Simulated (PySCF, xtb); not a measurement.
GaFCl2, SMILES [Cl][Ga]([Cl])[F].

xtb with GFN2-xTB at its own geometry gives an orbital gap of 3.98 eV and a dipole moment of 2.22 D.

Coordinates come from a PBE0-D3(BJ)/def2-SVP optimisation.

### Question
What does HF/def2-TZVPD (PySCF) give? (An estimate is asked for; the answer gives what the named calculation found.)

### Answer
gap 13.68 eV (levels -13.11 and 0.58 eV), dipole 0.89 D.
